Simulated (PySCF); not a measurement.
# Si⁺ (silicon, charge +1) across methods

[Ne] 3s2 3p1, 2P determinant. Computed with PySCF 2.14 in aug-cc-pwCVDZ (6s5p3d, 36 functions), with the non-relativistic Hamiltonian (point nucleus). The B2PLYP total includes its PT2 part (frozen core); its orbital energies are those of the SCF part.

| method | E (hartree) | mean ε 3s α (eV) | mean ε 3s β (eV) | mean ε 3p α (eV) | Σ⟨r²⟩ (bohr²) | ⟨S²⟩ |
| --- | --- | --- | --- | --- | --- | --- |
| r2SCAN | -289.0344 | -19.557 | -18.541 | -12.555 | 19.99 | 0.759 |
| LDA | -287.9037 | -19.397 | -18.551 | -12.083 | 19.95 | 0.752 |
| PBE | -288.9202 | -19.296 | -18.407 | -12.196 | 19.94 | 0.754 |
| TPSS | -289.0862 | -19.481 | -18.392 | -12.423 | 19.89 | 0.756 |
| PBEsol | -288.3841 | -19.261 | -18.354 | -12.101 | 19.95 | 0.753 |
| HSE06 | -288.9629 | -20.280 | -19.105 | -12.925 | 19.92 | 0.756 |
| UHF | -288.57006 | -24.096 | -21.688 | -16.179 | 20.27 | 0.765 |
| PBE0 | -288.9467 | -20.687 | -19.496 | -13.330 | 19.93 | 0.756 |

Problem. Estimate the same row for B2PLYP.

Solution. E (hartree) = -288.9566; mean ε 3s α (eV) = -21.918; mean ε 3s β (eV) = -20.389; mean ε 3p α (eV) = -14.277; Σ⟨r²⟩ (bohr²) = 20.05; ⟨S²⟩ = 0.757.
